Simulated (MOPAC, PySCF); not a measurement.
H$_{3}$BO$_{3}$, SMILES `OB(O)O`, neutral singlet in the gas phase. 

Cartesian coordinates (Å):
SMILES: OB(O)O
```xyz
7

O     -1.2645    -0.4982     0.1211
B      0.0000     0.0000     0.0000
O      0.1886     1.3018    -0.3625
O      1.0759    -0.8037     0.2415
H     -1.2806    -1.4230     0.3803
H     -0.6351     1.7745    -0.5074
H      1.9157    -0.3515     0.1270
```
Charge 0, spin multiplicity 1.

All levels are single points at this geometry (CAM-B3LYP-D3(BJ)/def2-TZVP); Pople sets use spherical d functions. Orbital energies aren't observables, and empty levels follow the basis.

| level | HOMO (eV) | LUMO (eV) | gap (eV) | dipole (D) | vertical IE, Delta-SCF (eV) |
|---|---|---|---|---|---|
| CAM-B3LYP-D3(BJ)/def2-TZVP in PySCF | -10.85 | 1.29 | 12.14 | 0.00 | – |
| TPSSh-D3(BJ)/def2-TZVP in PySCF | -8.32 | 0.32 | 8.65 | 0.00 | – |
| B3LYP/3-21G in PySCF | -7.99 | 2.38 | 10.37 | 0.00 | – |
| B3LYP/6-311+G** in PySCF | -9.13 | -0.50 | 8.63 | 0.00 | – |
| B3LYP/6-31G* in PySCF | -8.45 | 1.79 | 10.25 | 0.00 | 11.53 |
| BP86/6-31G* in PySCF | -7.05 | 1.23 | 8.28 | 0.00 | – |
| M06-2X/6-31G* in PySCF | -10.58 | 3.10 | 13.67 | 0.00 | – |
| PBE/6-31G* in PySCF | -6.92 | 1.18 | 8.10 | 0.00 | – |
| HF/3-21G in PySCF | -13.28 | 6.79 | 20.08 | 0.00 | – |
| HF/STO-3G in PySCF | -10.14 | 10.98 | 21.12 | 0.00 | – |
| AM1 in MOPAC | -12.66 | 2.06 | 14.73 | 0.00 | – |
| PM6 in MOPAC | -12.30 | 1.34 | 13.64 | 0.00 | – |
| PM7 in MOPAC | -11.82 | 0.45 | 12.28 | 0.00 | – |
